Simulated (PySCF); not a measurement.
Isomers of C5H7FO2, mass 118.043 u with the commonest isotopes. Computed with PBE0-D3(BJ)/def2-SVP geometry optimisation, gas phase in PySCF 2.14.0. One conformer each, none proved a minimum here; rigid rotors.

Problem. Order these by rotational constant A, largest first.
A. `[CH3:1]/[CH:2]=[C:3](/[O:4][CH3:5])[C:6](=[O:7])[F:8]` with C2–C3–O4–C5 1°, C2–C3–C6–O7 -1°
B. `[CH2:1]=[C:2]([F:3])[C:4](=[O:5])[O:6][CH2:7][CH3:8]` with C1–C2–C4–O5 0°, C2–C4–O6–C7 180°, C4–O6–C7–C8 -179°
C. `[CH3:1][O:2]/[C:3]([CH3:4])=[CH:5]\[C:6](=[O:7])[F:8]` with C1–O2–C3–C4 3°, C3–C5–C6–O7 -2°
D. `[O:1]=[C:2]1[CH2:3][C@H:4]([CH2:5][CH2:6][F:7])[O:8]1` with C3–C4–C5–C6 76°, C4–C5–C6–F7 -61°
E. `[CH2:1]=[CH:2][O:3][C:4](=[O:5])[CH2:6][CH2:7][F:8]` with C1–C2–O3–C4 -179°, C2–O3–C4–O5 0°, O3–C4–C6–C7 179°, C4–C6–C7–F8 180°

Solution. E (7545 MHz), D (5332 MHz), B (4223 MHz), C (4091 MHz), A (2411 MHz).

Problem. Order these by radius of gyration √(Σ m r²/M), largest first.
A. `[CH3:1][O:2]/[C:3]([CH3:4])=[CH:5]\[C:6](=[O:7])[F:8]` with C1–O2–C3–C4 3°, C3–C5–C6–O7 -2°
B. `[O:1]=[C:2]1[CH2:3][C@H:4]([CH2:5][CH2:6][F:7])[O:8]1` with C3–C4–C5–C6 76°, C4–C5–C6–F7 -61°
C. `[CH3:1]/[CH:2]=[C:3](/[O:4][CH3:5])[C:6](=[O:7])[F:8]` with C2–C3–O4–C5 1°, C2–C3–C6–O7 -1°
D. `[CH2:1]=[CH:2][O:3][C:4](=[O:5])[CH2:6][CH2:7][F:8]` with C1–C2–O3–C4 -179°, C2–O3–C4–O5 0°, O3–C4–C6–C7 179°, C4–C6–C7–F8 180°

Solution. D (2.402 Å), A (2.123 Å), B (2.099 Å), C (1.976 Å).

Problem. Order these by dipole moment, largest first.
A. `[CH3:1]/[CH:2]=[C:3](/[O:4][CH3:5])[C:6](=[O:7])[F:8]` with C2–C3–O4–C5 1°, C2–C3–C6–O7 -1°
B. `[O:1]=[C:2]1[CH2:3][C@H:4]([CH2:5][CH2:6][F:7])[O:8]1` with C3–C4–C5–C6 76°, C4–C5–C6–F7 -61°
C. `[CH3:1][O:2]/[C:3]([CH3:4])=[CH:5]\[C:6](=[O:7])[F:8]` with C1–O2–C3–C4 3°, C3–C5–C6–O7 -2°
D. `[CH2:1]=[C:2]([F:3])[C:4](=[O:5])[O:6][CH2:7][CH3:8]` with C1–C2–C4–O5 0°, C2–C4–O6–C7 180°, C4–O6–C7–C8 -179°
E. `[CH2:1]=[CH:2][O:3][C:4](=[O:5])[CH2:6][CH2:7][F:8]` with C1–C2–O3–C4 -179°, C2–O3–C4–O5 0°, O3–C4–C6–C7 179°, C4–C6–C7–F8 180°

Solution. C (6.27 D), B (4.29 D), A (3.94 D), E (1.61 D), D (0.88 D).

```csv
SMILES,point group,Ia (u·Å²),Ib (u·Å²),Ic (u·Å²),κ,μa (D),μb (D),μc (D)
C/C=C(/OC)C(=O)F,Cs,209.63,254.54,457.81,0.35,3.21,2.29,0.00
CO/C(C)=C\C(=O)F,near Cs,123.53,411.77,528.74,-0.83,5.78,2.41,0.08
O=C1C[C@H](CCF)O1,C1,94.78,442.71,502.44,-0.94,4.05,0.92,1.07
C=COC(=O)CCF,Cs,66.98,617.35,678.01,-0.98,1.45,0.71,0.01
C=C(F)C(=O)OCC,Cs,119.67,405.90,519.21,-0.83,0.81,0.36,0.01
```
